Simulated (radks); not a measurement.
Q: These are the eigenvalues of the occupied orbitals of an atom or ion with whole-number occupations (hartree). Calculated with a radial shooting solver on a logarithmic mesh with Libxc functionals: Dirac Kohn-Sham, PBE, spin-unpolarised, spherical densities, finite nucleus; Fermi nuclear charge, rms radius of each element as measured or else 0.836 A^(1/3) + 0.57 fm.

1s1/2: -1021.070
2s1/2: -154.3852
2p1/2: -144.0978
2p3/2: -136.3481
3s1/2: -30.75894
3p1/2: -26.60715
3p3/2: -25.20684
3d3/2: -17.86472
3d5/2: -17.57778
4s1/2: -6.16320
4p1/2: -4.79915
4p3/2: -4.55029
4d3/2: -2.41218
4d5/2: -2.37731

Which element is it, and in what charge state? The configuration may be excited. Open shells, if any, fill j = l - 1/2 first.

A: Z = 49, indium, charge +4: In4+ in [Kr] 4d9. The list shows which subshells hold electrons but not how many an open one holds; the 1s level, -1021.1 hartree, gives Z - s = 45.2 by -(Z - s)^2/2, which with screening and relativity narrows Z to a few neighbours, and the depths of the outer levels then fix element, charge and occupations together.
